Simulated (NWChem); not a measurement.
System meant: CH4BCl; SMILES CBCl

Input file for NWChem:

```
start job
memory heap 200 mb stack 900 mb global 1100 mb
geometry units angstroms noautoz
  B     -0.595909     0.437833     0.001715
  H     -1.802452     0.481474     0.002786
  Cl     0.107839    -1.170148     0.000349
  C      0.283635     1.718944     0.001938
  H      0.014425     2.337972     0.876459
  H      0.020193     2.335336    -0.876166
  H      1.366967     1.538920     0.005829
end
basis spherical
  * library def2-svp
end
dft
  xc b3lyp
  iterations 4
  mulliken
end
task dft energy
```

End of the output:

```
    Atom       Charge   Shell Charges
 -----------   ------   -------------------------------------------------------
    1 B    5     5.16   1.97  0.58  0.28  1.37  0.76  0.21
    2 H    1     1.05   0.65  0.36  0.03
    3 Cl  17    16.81   2.00  1.95  1.02  0.73  5.82  2.27  2.99  0.03
    4 C    6     6.14   1.96  0.57  0.31  1.91  1.33  0.05
    5 H    1     0.94   0.62  0.26  0.07
    6 H    1     0.94   0.62  0.26  0.07
    7 H    1     0.96   0.63  0.27  0.07

 center of mass
 --------------
 x =  -0.00293159 y =  -0.22479202 z =  -0.00001032

 moments of inertia (a.u.)
 ------------------
         354.945102882416          -0.000000000000           0.000000000000
          -0.000000000000          42.805430754266          -0.000000000000
           0.000000000000          -0.000000000000         386.695319107364

     Multipole analysis of the density
     ---------------------------------

     L   x y z        total         alpha         beta         nuclear
     -   - - -        -----         -----         ----         -------
     0   0 0 0     -0.000000    -16.000000    -16.000000     32.000000

     1   1 0 0      0.050244      0.025122      0.025122     -0.000000
     1   0 1 0      0.468091      0.234046      0.234046     -0.000000
     1   0 0 1     -0.000389     -0.000194     -0.000194     -0.000000

     2   2 0 0    -20.031366    -23.540529    -23.540529     27.049692
     2   1 1 0     -0.187949     -1.590811     -1.590811      2.993672
     2   1 0 1     -0.000158      0.000078      0.000078     -0.000314
     2   0 2 0    -18.813793   -108.446279   -108.446279    198.078764
     2   0 1 1     -0.002252     -0.000909     -0.000909     -0.000434
     2   0 0 2    -18.705328    -12.095009    -12.095009      5.484690

 ------------------------------------------------------------------------
 dft energy failed                                                                                  0
 ------------------------------------------------------------------------
 ------------------------------------------------------------------------
  current input line :
    20: task dft energy
 ------------------------------------------------------------------------
 ------------------------------------------------------------------------
 This type of error is most commonly associated with calculations not reaching convergence criteria
 ------------------------------------------------------------------------
 For more information see the NWChem manual at https://nwchemgit.github.io

0:dft energy failed:Received an Error in Communication
```

Q: Can this run be used? If not, why, and what is the fix?

A: The run did not converge; its last values are not results. Cause: the SCF was allowed too few iterations. This input runs:
```
start job
memory heap 200 mb stack 900 mb global 1100 mb
geometry units angstroms noautoz
  B     -0.595909     0.437833     0.001715
  H     -1.802452     0.481474     0.002786
  Cl     0.107839    -1.170148     0.000349
  C      0.283635     1.718944     0.001938
  H      0.014425     2.337972     0.876459
  H      0.020193     2.335336    -0.876166
  H      1.366967     1.538920     0.005829
end
basis spherical
  * library def2-svp
end
dft
  xc b3lyp
  iterations 150
  mulliken
end
task dft energy
```
It converges to -525.42827 Ha (B3LYP/def2-SVP).
